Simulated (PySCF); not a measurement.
Calculated molecular-ion clusters (M+•, centroid m/z and relative intensity) of several compounds:

1. 175.0100 (100.0), 176.0103 (20.0), 177.0074 (11.6), 178.0076 (1.6), 179.0047 (0.4)
2. 141.0241 (100.0), 142.0255 (11.0), 143.0224 (4.2)
3. 188.0541 (100.0), 189.0575 (8.8), 190.0609 (0.3)
4. 154.9537 (24.8), 155.9501 (100.0), 156.9541 (18.6), 157.9505 (74.8)

Lines and terms under 0.3 % are left out. Candidates, as SMILES:
A. `[BH2-]([SbH3+])F`
B. `N#C[C@@H]1CO[SiH2]CC1=O`
C. `[As]1(C(C)(C)C)CCCC1`
D. `F[SiH2]N([SiH3])[SiH]1C=CC=C1`

Problem. Match clusters and compounds, and give each formula.

Solution. 
1 = D, C4H10FNSi3, monoisotopic mass of the neutral 175.0105 u; relative to that species, one 29Si gives 15.2 % at +1, one 13C gives 4.3 % at +1, one 15N gives 0.4 % at +1 and one 30Si gives 10.0 % at +2.
2 = B, C5H7NO2Si, monoisotopic mass of the neutral 141.0246 u; relative to that species, one 13C gives 5.4 % at +1, one 29Si gives 5.1 % at +1, one 15N gives 0.4 % at +1, one 30Si gives 3.3 % at +2 and one 18O gives 0.4 % at +2.
3 = C, C8H17As, monoisotopic mass of the neutral 188.0546 u; relative to that species, one 13C gives 8.7 % at +1.
4 = A, BFH5Sb, monoisotopic mass of the neutral 155.9506 u; relative to that species, one 10B gives 24.8 % at -1 and one 123Sb gives 74.8 % at +2.

Problem. What is the mean mass of the whole cluster 3, and how does it compare with the molar mass?

Solution. 188.142 u over all lines, faint ones too (the ion lacks one electron, 0.0005 u); standard atomic weights give 188.146 g/mol for C8H17As.

Problem. Give the exact less the nominal mass of each, in mDa.

Solution. BFH5Sb -49.4, C5H7NO2Si +24.6, C8H17As +54.6, C4H10FNSi3 +10.5 (neutral, monoisotopic).

Abundances used (%; other tables differ somewhat): 28Si 92.2297, 29Si 4.6832, 30Si 3.0872; 14N 99.632, 15N 0.368; 12C 98.93, 13C 1.07; 1H 99.9885, 2H 0.0115; 16O 99.757, 17O 0.038, 18O 0.205; 10B 19.9, 11B 80.1; 121Sb 57.21, 123Sb 42.79.

Isomers would give the same cluster, so the cluster fixes the formula at best.
